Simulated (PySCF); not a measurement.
## Working out the ionisation energy of Zn²⁺

Zn²⁺ [Ar] 3d10 (1S) → Zn³⁺ [Ar] 3d9 (2D). Calculation: PySCF 2.14, in cc-pVDZ-PP with ECP10MDF; scalar relativity through the core potential. Frozen: 3s2 3p6. Energies in hartree (1 hartree = 27.21139 eV):

| part | Zn²⁺ (lower) | Zn³⁺ (upper) |
| --- | --- | --- |
| UHF | -225.045773 | -223.684217 |
| MP2 opposite-spin | -0.226030 | -0.166519 |
| MP2 same-spin | -0.132782 | -0.097491 |

What does Hartree-Fock give?

(-223.684217) − (-225.045773) = 1.361556 hartree = 37.050 eV.

What do MP2 and SCS-MP2 (6/5 opposite-spin, 1/3 same-spin) give?

The opposite-spin parts differ by 1.619 eV and the same-spin parts by 0.960 eV. MP2: 37.050 + (1.619) + (0.960) = 39.629 eV. SCS-MP2: 37.050 + 1.2 × (1.619) + (0.960)/3 = 39.313 eV.

Reference: 39.723 eV (measured; NIST Atomic Spectra Database, ionization energies), between the lowest levels; spin-orbit coupling is absent from the calculation.

A double-zeta basis recovers only part of the correlation energy.

What remains against the reference includes basis incompleteness, the frozen core and correlation beyond second order.
